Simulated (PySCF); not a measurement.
BrFH₂Sn. Atoms are numbered in the order given.

```xyz
5

Sn    -0.3038     0.8096     0.0000
F      1.4531     1.6712     0.0000
Br     0.1199    -1.6575     0.0000
H     -1.0434     1.2471    -1.4911
H     -1.0434     1.2471     1.4911
```

Geometry optimised at PBE-D3(BJ)/def2-SVP. The def2 effective core potentials stand for the cores of Sn; spin–orbit coupling is left out.

All values below come from C-PCM-PBE0/def2-SVP in PySCF.

The values are the electrostatic part of the solvation free energy, E(continuum) − E(gas) at the gas-phase geometry, in a cavity of scaled van der Waals radii (PySCF's table); cavitation and dispersion terms are not included. A continuum can't describe solvent molecules that bind to the metal. In vacuum the orbital gap is 6.93 eV. The dipole moment in vacuum is 2.98 D.

Computed values in water (ε = 78.36), ethanol (ε = 24.85), tetrahydrofuran (ε = 7.43):
```
solvent              ε  ΔG(elec) (kcal/mol)  dipole (D)  gap (eV)
---------------  -----  -------------------  ----------  --------
water            78.36                 -5.2        3.86      7.12
ethanol          24.85                 -5.0        3.83      7.11
tetrahydrofuran   7.43                 -4.4        3.73      7.09
```
